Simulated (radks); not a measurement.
Q: Species: Co II. Configuration: [Ar] 3d8 (the NIST ground configuration). Calculated with a radial shooting solver on a logarithmic mesh with Libxc functionals: Dirac Kohn-Sham, LDA (Slater exchange, Perdew-Wang correlation), spin-unpolarised, spherical densities, finite nucleus; open shells fill j = l - 1/2 first; Fermi nuclear charge, rms radius 3.7875 fm.

Spin-orbit splittings of the eigenvalues, e(l+1/2) - e(l-1/2), with zeta = 2 splitting/(2l+1) and mean radii in bohr:

shell  occ.  splitting (eV)  zeta (eV)  <r> j=l-1/2  <r> j=l+1/2
2p        6           14.80      9.863       0.2230       0.2262
3p        6           1.833      1.222       0.8178       0.8281
3d        8               ?          ?        1.133        1.142

Estimate the 3d splitting.

A: 0.1776 eV (zeta = 0.07105 eV).
